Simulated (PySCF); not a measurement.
Computed Raman spectrum (relative Raman activity) of a molecule C₂H₄Cl₂Si. Geometry: PBE0-D3(BJ)/def2-SVP. Other conformers were not sampled. Level of theory: PBE0-D3(BJ)/def2-SVP (PySCF 2.14.0). Frequencies are harmonic and unscaled.

| ν (cm⁻¹) | relative intensity |
|---|---|
| 310 | 3.8 |
| 493 | 3.0 |
| 572 | 4.6 |
| 599 | 3.4 |
| 695 | 4.0 |
| 699 | 6.7 |
| 863 | 4.8 |
| 947 | 6.7 |
| 1139 | 8.2 |
| 1668 | 14 |
| 2258 | 100 |
| 2262 | 35 |
| 3193 | 40 |
| 3225 | 81 |

Q: Pick the molecule that these values belong to.
A) Cl/C=C\[SiH2]Cl
B) C=C(Cl)[SiH2]Cl
C) C=C[SiH](Cl)Cl
D) [SiH3]C=C(Cl)Cl

A: A, Cl/C=C\[SiH2]Cl
